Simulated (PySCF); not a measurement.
**Exercise with solution: chemical shift, span and skew from a shielding tensor**

Zn(SeH)(SiH3) (H₄SeSiZn), SMILES [SiH3][Zn][SeH]. Atoms are numbered in the order given.

```xyz
7

Zn    -0.1697    -0.2968     0.3374
Se     0.5824     1.1504    -1.3210
H      1.9562     1.0550    -0.7826
Si    -0.9494    -1.7790     2.0245
H     -1.8598    -2.8207     1.4563
H     -1.7051    -1.0511     3.0901
H      0.1898    -2.4885     2.6849
```
Charge 0, spin multiplicity 1.

Geometry optimised at B3LYP-D3(BJ)/def2-SVP. The structure was generated by enumeration; whether it is a known compound was not checked. The values are those of a single conformer.

GIAO shieldings from PBE/pcSseg-1 run with PySCF, non-relativistic, no solvent. The symmetric part of the tensor of Se2 has the principal values 1931.5, 2030.5, 2271.8 ppm. The same nucleus in Me2Se has σ = 1634.8 ppm at this level (PySCF, at its B3LYP-D3(BJ)/def2-TZVP geometry).

Task: Work out the isotropic shielding, the ⁷⁷Se shift against Me2Se, the span and the skew.

Result: 
σ(iso) = (σ11 + σ22 + σ33)/3 = 2077.9 ppm. δ = σ(ref) − σ(iso) = 1634.8 − (2077.9) = -443.1 ppm.
Span Ω = σ33 − σ11 = 340.3 ppm. Skew κ = 3(σ(iso) − σ22)/Ω = 0.42. Tumbling in solution averages the tensor to δ; in a static solid the shielding alone would spread this spin-1/2 line over Ω.
